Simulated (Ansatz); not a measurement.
Relaxation of C3H7B2Cl (13 atoms, charge 0, multiplicity 1), to a largest force component of 0.02 eV/Å in at most 40 steps.

These are results of RKS PBE/6-31G (Ansatz), not measurements.

```xyz
13
Properties=species:S:1:pos:R:3
B -1.296 -1.554 -0.379
C -0.264 -0.395 -0.096
C 1.152 -0.836 -0.064
C -0.541 0.917 0.105
B 0.430 2.046 0.388
Cl -2.299 1.458 0.058
H -0.985 -2.628 -0.560
H -2.459 -1.245 -0.453
H 1.773 -0.285 -0.785
H 1.294 -1.926 -0.214
H 1.605 -0.623 0.972
H 0.071 3.168 0.590
H 1.539 1.867 0.453
```

Where does it end, and by what steps?

The forces met the threshold. Limits of this set-up: no polarisation functions. After 18 steps the energy has fallen by 0.697 eV; H7 moved furthest, 1.76 Å.

| step | energy less start (eV) | largest force component (eV/Å) | accepted |
| --- | --- | --- | --- |
| 0 | 0.0000 | 2.488 | yes |
| 1 | -0.2774 | 0.779 | yes |
| 2 | -0.2868 | 0.679 | yes |
| 3 | -0.3260 | 0.352 | yes |
| 4 | -0.3445 | 0.107 | yes |
| 5 | -0.3619 | 0.411 | yes |
| 6 | -0.3852 | 0.423 | yes |
| 7 | -0.4267 | 0.499 | yes |
| 8 | -0.4863 | 0.284 | yes |
| 9 | -0.5275 | 0.180 | yes |
| 10 | -0.5607 | 0.295 | yes |
| 11 | -0.5639 | 0.896 | yes |
| 12 | -0.6257 | 0.530 | yes |
| 13 | -0.6583 | 0.364 | yes |
| 14 | -0.6770 | 0.248 | yes |
| 15 | -0.6889 | 0.292 | yes |
| 16 | -0.6947 | 0.173 | yes |
| 17 | -0.6968 | 0.056 | yes |
| 18 | -0.6972 | 0.019 | yes |

```xyz
13
Properties=species:S:1:pos:R:3
B -1.418 -1.260 -0.158
C -0.092 -0.421 -0.065
C 1.303 -0.962 -0.197
C -0.382 0.895 0.159
B 0.341 2.199 0.349
Cl -2.356 0.901 0.225
H -1.801 -1.875 0.805
H -1.867 -1.538 -1.242
H 2.073 -0.180 -0.115
H 1.418 -1.477 -1.169
H 1.486 -1.724 0.583
H -0.230 3.236 0.539
H 1.547 2.169 0.302
```

Whether the end is a true minimum wasn't checked by a vibrational analysis.

The run took 60 s on 1 thread of Arm Neoverse V2, with other jobs on the host, peak memory 0.14 GiB.
